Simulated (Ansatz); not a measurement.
Born–Oppenheimer molecular dynamics of Cl$_{3}$GeH$_{4}$Si (9 atoms, charge 0, multiplicity 2). It starts at the highest image of a converged band. Of that band: A vibrational analysis at the climbing image gives one clearly imaginary mode, 1536i cm⁻¹, and a faint second one (21i cm⁻¹) that may be numerical noise or a soft torsion: probably a first-order saddle point. Another band between the same ends, with other settings, climbed to 0.424 eV only, so this may not be the lowest route.

The calculation used Ansatz 0.2.0, UHF/def2-SVP.

```json
{
  "ensemble": "NVE (velocity Verlet)",
  "time step": "0.5 fs",
  "steps asked": "191",
  "starting velocities drawn for": "100 K",
  "seed": "2628"
}
```

First frame:

```xyz
9
Properties=species:S:1:pos:R:3
Ge 0.001 0.000 0.005
H 0.001 0.000 1.735
Cl 2.014 0.001 -0.773
Cl -1.007 1.743 -0.772
Cl -1.006 -1.744 -0.772
Si 0.000 0.000 3.634
H -0.764 -1.187 4.075
H 1.410 -0.068 4.077
H -0.646 1.255 4.075
```

Problem. How far do the bonds stretch over the last three quarters of this one trajectory? (Pairs bonded in most of those frames.)

Solution. 
| bond | mean (Å) | spread (Å) | shortest | longest |
| --- | --- | --- | --- | --- |
| Ge1–Cl3 | 2.158 | 0.009 | 2.15 | 2.18 |
| Ge1–Cl4 | 2.158 | 0.007 | 2.15 | 2.17 |
| Ge1–Cl5 | 2.157 | 0.017 | 2.13 | 2.19 |
| H2–Si6 | 1.532 | 0.168 | 1.28 | 1.77 |
| Si6–H7 | 1.481 | 0.030 | 1.44 | 1.53 |
| Si6–H8 | 1.482 | 0.025 | 1.44 | 1.52 |
| Si6–H9 | 1.480 | 0.007 | 1.47 | 1.50 |

Mean temperature of the second half: 652 K. The conserved energy stayed within 0.56 meV per atom of its start (net change -0.13 meV per atom), so the integration is sound. The kinetic energy rose, since the run started high on the potential surface and went downhill. It ends in pieces (Cl3Ge + H4Si), so much of that is their flight and rotation, not heat. A run of 0.096 ps of so small a system gives no equilibrium averages.

Run time: 20 min on 4 threads of AMD EPYC 7571, with other jobs on the host, peak memory 0.52 GiB.
